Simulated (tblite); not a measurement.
Compound: C7H5O2 (doublet state).
Z-matrix (Å and degrees, GFN2-xTB geometry), rows numbered from 1:
```
O 
C   1  1.2351
C   2  1.4536  1  122.16
C   3  1.3686  2  121.60  1  -179.96
C   4  1.3933  3  120.53  2    -0.02
C   5  1.4082  4  120.48  3    -0.03
C   6  1.4776  5  118.97  4  -179.93
O   7  1.2016  6  124.71  5    -0.09
C   6  1.3738  5  120.23  4     0.08
H   3  1.0796  2  116.77  1     0.02
H   4  1.0806  3  120.15  2  -180.00
H   5  1.0798  4  121.24  3   179.94
H   7  1.1064  6  113.68  5   179.86
H   9  1.0805  2  117.23  1    -0.01
```

Level: GFN2-xTB in tblite, geometry and Hessian alike; calculated harmonic values, unscaled, isolated species. Against measured fundamentals such values can be off by several per cent, at times by over 20. One conformer, not necessarily the lowest. Open shells enter through the occupations alone, without spin polarisation, and single modes of such species can be off by tens of per cent.

Harmonic wavenumbers (cm⁻¹): 82.4, 156.2, 190.5, 192.3, 355.4, 391.8, 448.1, 485.2, 498.4, 621.0, 634.1, 710.4, 766.8, 779.5, 882.3, 918.0, 924.3, 929.4, 973.5, 1099.6, 1145.7, 1160.9, 1212.8, 1263.6, 1341.5, 1374.6, 1405.6, 1495.0, 1540.7, 1564.5, 1755.5, 2781.9, 3077.8, 3087.2, 3097.7, 3102.1.

A = 3786, B = 1168, C = 892.5 MHz; mass 121.029 u (most abundant isotopes); point group Cs, symmetry number 1; spin multiplicity 2.

Problem. Zero-point energy?

Solution. ½Σν̃ = 21223 cm⁻¹ = 253.89 kJ/mol.

Problem. Entropy at 200 K, 1 bar (ideal gas, RRHO, classical rotation)?

Solution. Translation 160.37, rotation 115.48, vibration 43.55, spin (R ln 2) 5.76: S = 325.2 J/(mol K).

Problem. And Cp and H(200 K) − H(0)?

Solution. Cp = 92.97 J/(mol K), of which vibrations give 59.71 (their classical limit is 36 R = 299.3); H(200 K) − H(0) = 11.93 kJ/mol without the zero-point energy, 5.27 from vibrations.

Problem. How do the functions run with temperature in this model?

Solution. 
```csv
T (K),S (J/(mol K)),Cp (J/(mol K)),H − H(0) (kJ/mol),G − H(0) (kJ/mol),ln q(vib)
100,274.0,59.1,4.36,-23.05,0.62
300,369.7,128.9,23.02,-87.87,3.74
500,450.5,189.1,55.19,-170.06,7.37
800,552.3,242.7,120.82,-321.05,12.85
1000,608.9,264.1,171.63,-437.31,16.29
```

q(vib) and H(0) count from the zero-point level.

Problem. What must be added to the electronic energy to get the Gibbs energy at 200 K and 1 bar?

Solution. ZPE + [H(200 K) − H(0)] − T·S = 253.89 + 11.93 − 65.03 = 200.79 kJ/mol.

Hindered rotation and anharmonicity are outside this model. Other conformers, if any are populated, would add a mixing term that is left out.
